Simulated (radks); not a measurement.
Species: Pb28+. Configuration: [Kr] 4d10 4f8.

Calculated with a radial shooting solver on a logarithmic mesh with Libxc functionals: Dirac Kohn-Sham, exchange-only PBE, spin-unpolarised, spherical densities, finite nucleus; open shells fill j = l - 1/2 first; Fermi nuclear charge, rms radius 5.5012 fm.

Energy parts (hartree):
part                   energy
total             -20549.0304
kinetic            23951.3281
electron-nucleus  -50191.8284
Hartree             6042.6197
exchange            -351.1499

Orbitals (lengths in bohr, moments of r in powers of bohr; r(90%) holds 90 % of the orbital's charge):
| orbital | occ. | eigenvalue (hartree) | <1/r> | r(90%) | small-component weight |
|---|---|---|---|---|---|
| 1s1/2 | 2 | -3264.191 | 101.2 | 0.0294 | 9.78e-02 |
| 2s1/2 | 2 | -610.4985 | 25.04 | 0.105 | 2.26e-02 |
| 2p1/2 | 2 | -587.8726 | 25.01 | 0.0918 | 2.27e-02 |
| 2p3/2 | 4 | -507.3934 | 19.97 | 0.104 | 1.99e-02 |
| 3s1/2 | 2 | -171.3397 | 9.204 | 0.256 | 7.62e-03 |
| 3p1/2 | 2 | -161.0990 | 9.118 | 0.247 | 7.57e-03 |
| 3p3/2 | 4 | -143.0622 | 7.802 | 0.270 | 6.78e-03 |
| 3d3/2 | 4 | -126.1737 | 7.697 | 0.243 | 6.66e-03 |
| 3d5/2 | 6 | -122.3319 | 7.405 | 0.249 | 6.45e-03 |
| 4s1/2 | 2 | -62.18954 | 4.033 | 0.533 | 2.79e-03 |
| 4p1/2 | 2 | -57.71535 | 3.938 | 0.538 | 2.71e-03 |
| 4p3/2 | 4 | -52.92334 | 3.494 | 0.579 | 2.43e-03 |
| 4d3/2 | 4 | -45.61212 | 3.335 | 0.588 | 2.26e-03 |
| 4d5/2 | 6 | -44.66870 | 3.237 | 0.600 | 2.19e-03 |
| 4f5/2 | 6 | -35.32253 | 3.000 | 0.598 | 1.91e-03 |
| 4f7/2 | 2 | -35.07941 | 2.965 | 0.603 | 1.88e-03 |
| 5s1/2 | 0 | -30.74159 | 2.039 | 0.985 | 1.15e-03 |
| 5p1/2 | 0 | -28.83166 | 1.975 | 1.01 | 1.11e-03 |
| 5p3/2 | 0 | -27.24574 | 1.820 | 1.07 | 1.03e-03 |

The highest occupied level is 4f7/2 at -954.56 eV. The density falls to 0.001 e/bohr^3 at r = 1.23 bohr. The electron density at the nucleus is 2.733e+06 e/bohr^3. For comparison, the ionisation energy in NIST's Atomic Spectra Database is 990 eV (theoretical). In exact Kohn-Sham theory the highest level is minus the ionisation energy, but local and semilocal functionals leave it too shallow, through self-interaction and a potential that decays too fast; potentials with the right tail come closer.

Beside tabulated values, note that spin-unpolarised runs miss the spin-polarisation part of the exchange energy of open shells.
